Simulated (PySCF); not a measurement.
Delta-SCF ions had no search for a lower state. Excitations are Tamm–Dancoff values on a coarser integration grid. The basis has no diffuse functions, so Rydberg states are missing or too high.

**CH₃ClSi, SMILES `C=[SiH]Cl` (charge 0, multiplicity 1)**

All values below come from PySCF with PBE0-D3(BJ)/def2-TZVP.

- HOMO = -6.66 eV
- dipole moment = 0.85 D
- LUMO = -1.10 eV
- HOMO–LUMO gap = 5.56 eV
- S1 excitation (TDA) = 5.23 eV
- S1 oscillator strength = 0.025
- brightest of the four lowest singlets (TDA) = 5.60 eV
- T1 excitation (TDA) = 2.85 eV
- S1–T1 gap (TDA) = 2.39 eV
- vertical ionisation energy (Delta-SCF) = 8.67 eV
- total energy = -789.3118 Ha
- cost = very roughly 40 core-seconds

Bonds (Å): C1–Si2 1.689, C1–H4 1.084, C1–H5 1.082, Si2–Cl3 2.030, Si2–H6 1.472. Angles (°): Si2–C1–H4 119.4, Si2–C1–H5 123.8, H4–C1–H5 116.8, C1–Si2–Cl3 123.9, C1–Si2–H6 125.6, Cl3–Si2–H6 110.6.
